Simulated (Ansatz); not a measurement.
Correlation energies of `C[SiH](N)[SiH2]N` by basis set

Cartesian coordinates in Å:
```
C -1.7909 -1.3947 0.2994
Si -0.0743 -0.6759 0.4794
N 1.0700 -1.7737 -0.2225
Si -0.0082 1.4961 -0.4220
N 1.5508 2.1757 -0.0884
H -2.0645 -1.4961 -0.7543
H -1.8426 -2.3831 0.7617
H -2.5338 -0.7488 0.7737
H 0.2999 -0.5711 1.9230
H 2.0464 -1.6104 -0.0260
H 0.9622 -1.9991 -1.2007
H -1.1694 2.3132 0.0674
H -0.1456 1.4591 -1.9084
H 1.8780 2.1772 0.8652
H 1.8219 3.0315 -0.5477
```

The species carries charge 0 and has multiplicity 1. The geometry is a stationary point of PBE0-D4/def2-TZVP. It is one conformer, not always the lowest. Frozen core, restricted reference, Ansatz 0.2.0. CBS rows extrapolate triple and quadruple zeta; past MP2 they add the triple-zeta difference.

| basis | HF (Eh) | MP2 corr. | CCSD corr. | (T) | CCSD(T) total |
| --- | --- | --- | --- | --- | --- |
| def2-TZVPP | -730.60660 | -0.86105 | -0.92230 | -0.03453 | -731.56343 |
| def2-QZVPP | -730.63264 | -0.92229 | – | – | – |
| CBS(def2) | -730.63622 | -0.96765 | -1.02890 | as TZ | -731.69965 |
